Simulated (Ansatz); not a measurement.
Consider the isomerisation: `O[BH][GeH3]` → `B[O][GeH3]`.

Program: Ansatz. Geometries: PBE0-D4/def2-TZVP. ΔE: electronic, gas phase. CCSD(T)/CBS is the MP2 limit (def2-TZVPP, def2-QZVPP) plus CCSD(T) − MP2 in def2-TZVPP, frozen cores. Functionals use def2-TZVPP. For Ge outer-core shells are correlated without core-valence functions, which leaves a few kJ/mol of doubt a bond. Scalar relativity is left out up to krypton. One conformer a species, not always the lowest.

`O[BH][GeH3]`:

```xyz
8

O    -1.736   -0.473    0.439
B    -0.681    0.366    0.457
Ge    1.057   -0.199   -0.518
H    -2.504   -0.140    0.913
H    -0.766    1.419    1.035
H     0.965   -1.580   -1.191
H     1.423    0.834   -1.603
H     2.241   -0.229    0.469
```

`B[O][GeH3]`:

Z-matrix (Å, degrees):
```
Ge
O 1 1.798
H 1 1.533 2 105.9
H 1 1.535 2 108.2 3 -120.7
H 1 1.533 2 105.9 3 118.7
B 2 1.341 1 126.3 3 120.4
H 6 1.201 2 117.9 1 -179.9
H 6 1.208 2 120.9 1 0.1
```

| level | ΔE (kJ/mol) | difference from CCSD(T)/CBS |
| --- | --- | --- |
| revPBE-D4 | -21.9 | 9.7 |
| PBE0-D4 | -23.0 | 8.6 |
| r2SCANh-D4 | -29.7 | 1.9 |
| CAM-B3LYP-D4 | -37.9 | -6.3 |
| HF/def2-SVP | -48.7 | -17.1 |
| MP2/def2-SVP | -41.1 | -9.5 |
| MP2/def2-TZVPP | -40.6 | -9.0 |
| CCSD/def2-TZVPP | -36.9 | -5.3 |
| MP2/def2-QZVPP | -39.0 | -7.4 |
| HF/CBS(def2) | -58.0 | -26.4 |
| CCSD(T)/CBS | -31.6 | 0 |

(1) What do rigid-rotor, harmonic-oscillator terms from PBE0-D4/def2-TZVP frequencies (298.15 K, 1 bar) make of the CCSD(T)/CBS value? (Best estimate.)

Largest T1 diagnostic among the species: 0.013.

## Answers

(1) Computed: ΔZPE = -4.3 kJ/mol, ΔH = -36.2 kJ/mol, ΔS = -4 J/(mol·K), ΔG = -34.8 kJ/mol.

Leaving LDA and LC-ωPBE aside and taking each functional with its dispersion term where it has one, the values, not all of them listed here, spread over 22.7 kJ/mol, from BHLYP-D4 to PBE-D4. LDA lies +5.5 kJ/mol from PBE without D4. In def2-TZVPP, CCSD(T) changes the Hartree–Fock value by +19.8 kJ/mol (the triples alone add +1.2 kJ/mol) and MP2 by +14.9 kJ/mol.
